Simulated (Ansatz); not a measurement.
One change: `FCC([SiH3])Cl` becomes `FCC[SiH3]`.

Ansatz, PBE0-D4/def2-TZVP geometries, multiplicity 1. Each molecule was computed in one conformer, which needn't be the lowest.

```tsv
property	`FCC([SiH3])Cl`
HOMO energy (PBE/def2-TZVPP) / eV	-6.93
HOMO energy (ωB97M-V/def2-TZVPP) / eV	-10.52
size of the dipole moment (ωB97M-V/def2-TZVPP) / D	2.38
HOMO–LUMO gap (ωB97M-V/def2-TZVPP) / eV	12.37
LUMO energy (PBE0/def2-TZVPP) / eV	0.09
HOMO energy (PBE0/def2-TZVPP) / eV	-8.27
```

Question: What does the change do to each property? (An estimate is asked.)

Answer: The calculation gave: 
```csv
property,`FCC[SiH3]`,shift
HOMO energy (PBE/def2-TZVPP) / eV,-7.43,-0.50
HOMO energy (ωB97M-V/def2-TZVPP) / eV,-11.10,-0.58
size of the dipole moment (ωB97M-V/def2-TZVPP) / D,2.00,-0.38
HOMO–LUMO gap (ωB97M-V/def2-TZVPP) / eV,13.28,0.91
LUMO energy (PBE0/def2-TZVPP) / eV,0.69,0.60
HOMO energy (PBE0/def2-TZVPP) / eV,-8.83,-0.56
```

With PBE0 the HOMO falls by 0.56 eV and the LUMO rises by 0.60 eV, so the gap widens by about 1.16 eV. PBE moves the HOMO by -0.50 eV and ωB97M-V by -0.58 eV. Dipoles are sizes alone; their direction can turn.
